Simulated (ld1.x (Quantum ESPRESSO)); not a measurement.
**Before and after: ultrasoft potential for Mo (Z = 42)**

| Item | Value |
| --- | --- |
| Element | Mo |
| Generator | ld1.x (Quantum ESPRESSO) 7.5 |
| Type | ultrasoft |
| Functional | PBEsol |
| Relativity | scalar-relativistic |
| Frozen core | [Kr] |
| Valence charge | 6 |
| Reference configuration | 4d4 5s0 5p0 (charge +2) |
| Partial waves | 5s (bound, empty): rcut 2.50, rcutus 3.10 bohr; 5s channel at 3.95 Ry: rcut 2.50, rcutus 3.10 bohr; 5p (bound, empty): rcut 2.35, rcutus 2.75 bohr; 5p channel at -0.15 Ry: rcut 2.35, rcutus 2.75 bohr; 4d (bound): rcut 1.45, rcutus 2.00 bohr; 4d channel at 0.1 Ry: rcut 1.45, rcutus 2.00 bohr |
| Local potential | all-electron potential smoothed inside 3.10 bohr (lloc = -2) |
| Core correction | Bessel-smoothed model core, default radius (core density twice the valence density) |
| Augmentation charge | built from norm-conserving waves at rcut, not smoothed further |

Change: wave 5p channel at -0.15 Ry: rcut 2.35, rcutus 2.75 bohr becomes 5p channel at -0.74 Ry: rcut 2.35, rcutus 2.75 bohr.

Cutoffs: the cutoffs (Ry, on a coarse ladder) from which the occupation-weighted sum of valence levels, in a spherical-Bessel basis at the reference potential, stays within 10 and 1 mRy of its value at 400 Ry; they do not see the model core or the augmentation charge, which bear on the density cutoff. Errors are all-electron minus pseudo energies relative to the spin-unpolarised reference configuration.

Task: Predict the effect on cutoff, ghosts and configuration errors.

Result: The potential gets neither clearly harder nor softer (25 Ry and 40 Ry → 25 Ry and 40 Ry); both files keep a bound ghost (s); the errors of the 7 common tests hardly move; the range in which the p phases agree narrows (upper end 1.1 → 0.0).

| quantity | base | changed |
| --- | --- | --- |
| cutoff, loose | 25 Ry | 25 Ry |
| cutoff, tight | 40 Ry | 40 Ry |
| bound ghosts | s | s |
| error for 4d5 5s1 5p0, meV [ΔE -22.36 eV] | -65 | -65 |
| error for 4d5 5s0 5p0, meV [ΔE -15.46 eV] | -75 | -75 |
| error for 4d3 5s0 5p0, meV [ΔE 26.72 eV] | -175 | -175 |
| error for 4d5 5s0 5p1, meV [ΔE -19.17 eV] | -50 | -51 |
| error for 4d4 5s2 5p0, meV [ΔE -22.18 eV] | -52 | -52 |
| error for 4d4 5s1 5p0, meV [ΔE -14.28 eV] | -16 | -16 |
| error for 4d5 5s0.5 5p0, meV [ΔE -19.62 eV] | -67 | -67 |
| s: phases at 3.34 bohr within 0.05 rad from the reference energy up to (Ry; the scan ends near 5) | 0.8 | 0.8 |
| p: phases at 3.34 bohr within 0.05 rad from the reference energy up to (Ry; the scan ends near 5) | 1.1 | 0.0 |
| d: phases at 3.34 bohr within 0.05 rad from the reference energy up to (Ry; the scan ends near 5) | 3.9 | 3.9 |
| lowest overlap eigenvalue by channel | s 0.04, p 0.57, d 0.96 | s 0.04, p 0.66, d 0.96 |

 A true bound ghost makes a file unfit for plane-wave use even where its test errors are small: the radial tests pick states by their node count and pass the ghost by.
